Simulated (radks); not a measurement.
The numbers below are computed, except where a source is named.
Task: The mean radii <r> (bohr) of the occupied orbitals of an atom or ion are listed with their occupations. Code: a radial shooting solver on a logarithmic mesh with Libxc functionals. Model: scalar-relativistic Kohn-Sham, Slater X-alpha with alpha = 0.963, spin-unpolarised, spherical densities, finite nucleus; Fermi nuclear charge, rms radius of each element as measured or else 0.836 A^(1/3) + 0.57 fm.

| orbital | occ. | <r> |
|---|---|---|
| 1s | 2 | 0.02901 |
| 2s | 2 | 0.1251 |
| 2p | 6 | 0.1091 |
| 3s | 2 | 0.3372 |
| 3p | 6 | 0.3348 |
| 3d | 10 | 0.3109 |
| 4s | 2 | 0.8093 |
| 4p | 6 | 0.8722 |
| 4d | 10 | 1.058 |
| 5s | 2 | 2.205 |
| 5p | 1 | 2.708 |

Name the element and its charge.

Result: Z = 50, tin, charge +1: Sn+ in [Kr] 4d10 5s2 5p1. The 1s radius gives Z: for a bare nucleus <r> = (2 gamma + 1)/(2Z) with gamma = sqrt(1 - (Z/c)^2), 0.02862 bohr for Z = 50, and screening makes it slightly larger (0.02901 here). The occupations add up to 49, and the charge is Z minus that.
